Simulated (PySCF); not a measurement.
Cl2CrO2 (SMILES [O]=[Cr](=[O])([Cl])[Cl]), singlet, at a GFN2-xTB geometry (such geometries of metal compounds can be far from the true shape). Base run: DF-M062X/aug-cc-pVDZ in PySCF.

The PySCF input:
```python
from pyscf import gto, scf, dft

mol = gto.M(
    atom='''
Cr    0.361620   -0.063061    0.116552
O     1.440452   -0.592340   -0.864084
O     0.790453    0.203307    1.583117
Cl   -0.386161    1.668254   -0.644959
Cl   -1.174200   -1.396152    0.142046
''',
    basis='aug-cc-pvdz',
    charge=0,
    spin=0,
    verbose=4,
)

mf = dft.RKS(mol)
mf.xc = 'm062x'
mf = mf.density_fit(auxbasis='def2-universal-jkfit')
mf.kernel()
```

Each row names what was changed in the base input (with any setting that the change needs).

```tsv
change	ΔE vs base (mEh)	SCF cycles	outcome
base	0.000	15	converged
diis_space = 4	0.000	21	converged
init_guess = sap	0.000	20	converged
conv_tol_grad = 1e-3	0.000	15	converged
init_guess = mod_huckel	-	50	not converged
conv_tol = 1e-4	0.013	8	converged
init_guess = atom	0.000	15	converged
level_shift = 0.1 (with mf.max_cycle = 100)	0.000	17	converged
diis_space = 12	0.000	15	converged
diis = off; damp = 0.3 (with mf.diis_start_cycle = 200; with mf.max_cycle = 150)	-	150	not converged
diis_space = 20	0.000	15	converged
DIIS = EDIIS	-	50	not converged
diis = off (with mf.max_cycle = 100)	-	100	not converged
```
